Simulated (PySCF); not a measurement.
C4H2O4.
Numbering: `[O:1]=[C:2]=[C:3]1[CH2:4][O:5][C:6](=[O:7])[O:8]1` (hydrogens: H9, H10 on C4)

The calculation used PySCF 2.14.0, HF/def2-SVP geometry optimisation, gas phase.

Entries marked ? are missing. Bonds in one row agree within 0.01 Å.

```csv
coordinate,value
O1=C2,?
C2=C3,1.308 Å
C3–C4,1.512 Å
C4–O5,?
O5–C6,1.328 Å
C6=O7,1.163 Å
C6–O8,1.336 Å
C3–O8,?
"C4–H9, C4–H10",1.088 Å
O1–C2–C3,?
C2–C3–C4,130.9°
C2–C3–O8,?
C4–C3–O8,107.3°
C3–C4–O5,100.4°
C4–O5–C6,?
O5–C6–O7,125.7°
O5–C6–O8,109.6°
O7–C6–O8,124.7°
C3–O8–C6,109.6°
```

Estimate the withheld lengths and angles.

- O1=C2 = 1.141 Å, drawn double (ends: oxygen bonded to C; central carbon of a ketene); 0.21 Å below the sum of covalent radii, 1.35 Å.
- C4–O5 = 1.406 Å, drawn single (sp3 carbon bound to oxygen to oxygen singly bound to a carbonyl carbon); 0.01 Å below the sum of covalent radii, 1.42 Å.
- C3–O8 = 1.377 Å, drawn single (outer carbon of cumulated double bonds to oxygen singly bound to a carbonyl carbon); 0.01 Å below the sum of covalent radii, 1.39 Å.
- O1–C2–C3 = 177.7°, at the central carbon of a ketene; the outer atoms are 2.448 Å apart.
- C2–C3–O8 = 121.8°, at the outer carbon of cumulated double bonds; the outer atoms are 2.346 Å apart.
- C4–O5–C6 = 113.1°, at the oxygen singly bound to a carbonyl carbon, inside a 5-membered ring; the outer atoms are 2.282 Å apart.

Radii are Cordero's, carbon taken as 0.76, 0.73 or 0.69 Å for four, three, and two or fewer neighbours.

No HF/def2-SVP frequencies stand behind this structure, so it isn't proved a minimum.

The run took 26 s wall on one thread of an Arm Neoverse N1, on a shared host, and the process peaked at 0.53 GiB of memory. These figures are those of the optimisation.
